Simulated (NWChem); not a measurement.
# SnH3 cation; SMILES [SnH3+]

All runs: NWChem. Geometry: optimised at PBE-D3(BJ)/def2-SVP. def2 effective core potentials on Sn; no spin-orbit coupling. Level MN15/def2-SVP: energy and gradient on several grids; changes count from the extra-fine grid, which is no exact limit either.

```csv
grid,size of the energy change (μHa),largest change of a gradient component (μHa/bohr)
xcoarse,300,10000
coarse,200,500
medium,30,200
fine,< 10,< 30
xfine,< 10,< 30
```
